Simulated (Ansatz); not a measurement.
Computed with Ansatz.

CH₃BrClFSi (`F[SiH2]C(Cl)Br`) at its PBE0-D4/def2-TZVP geometry, where that method's forces vanish. Charge 0, multiplicity 1.

| atom | x (Å) | y (Å) | z (Å) |
| --- | --- | --- | --- |
| F1 | 0.162 | -0.539 | -2.077 |
| Si2 | -0.384 | -0.661 | -0.582 |
| C3 | 0.512 | 0.594 | 0.498 |
| Cl4 | 0.257 | 2.243 | -0.064 |
| Br5 | -0.232 | 0.288 | 2.275 |
| H6 | -1.825 | -0.343 | -0.563 |
| H7 | -0.073 | -2.019 | -0.085 |
| H8 | 1.583 | 0.436 | 0.599 |

Q: For each bond, give half the difference of the two atoms' forces along it (eV/Å; positive pushes the atoms apart) under PBE-D4, r2SCAN-D4, B3LYP-D4, ωB97M-V in def2-TZVPP. (Estimate.)

A: The calculation gave: 
```tsv
bond	length (Å)	PBE-D4	r2SCAN-D4	B3LYP-D4	ωB97M-V
F1–Si2	1.596	0.55	0.04	0.19	0.18
Si2–C3	1.882	-0.12	-0.07	-0.03	0.00
Si2–H6	1.476	0.02	-0.04	-0.11	-0.15
Si2–H7	1.479	0.02	-0.02	-0.13	-0.16
C3–Cl4	1.761	0.22	0.21	0.34	0.18
C3–Br5	1.950	0.27	0.25	0.34	0.00
C3–H8	1.087	0.10	-0.08	-0.20	-0.14
```

B3LYP here is the variant with VWN-RPA as its local correlation; programs differ in this.
